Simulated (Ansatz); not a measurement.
Species: sesquifulvalene `C1=CC=CC(=C2C=CC=C2)C=C1` (charge 0, multiplicity 1).

### Question
Give a relaxed geometry from Ansatz (a program for electronic structure) with PBE-D3(BJ)/def2-SVP.

### Answer
the end point of this relaxation (outside a Z-matrix the atoms follow the SMILES, hydrogens last).
Z-matrix (Å, degrees):
```
C
C 1 1.4080
C 1 1.4525 2 119.10
C 3 1.3760 1 131.40 2 179.86
H 3 1.0998 4 114.56 1 179.97
H 4 1.1026 3 115.17 5 0.06
C 4 1.4382 6 114.61 3 -179.95
C 7 1.3745 4 127.48 6 -179.98
H 8 1.1023 7 116.89 4 -179.98
H 7 1.1023 8 116.89 9 0.00
C 8 1.4382 9 115.63 7 -179.98
C 11 1.3760 8 130.22 9 179.89
H 12 1.0998 11 114.56 8 -179.99
H 11 1.1026 12 115.16 13 -0.05
C 2 1.4623 1 126.80 3 -0.11
C 15 1.3792 2 108.11 1 -179.99
H 15 1.0965 16 125.45 2 179.93
H 16 1.0985 15 126.03 17 -0.01
C 16 1.4580 18 125.28 15 179.96
C 19 1.3792 16 108.69 18 -179.98
H 20 1.0965 19 125.45 16 179.98
H 19 1.0985 20 126.03 21 0.00
```
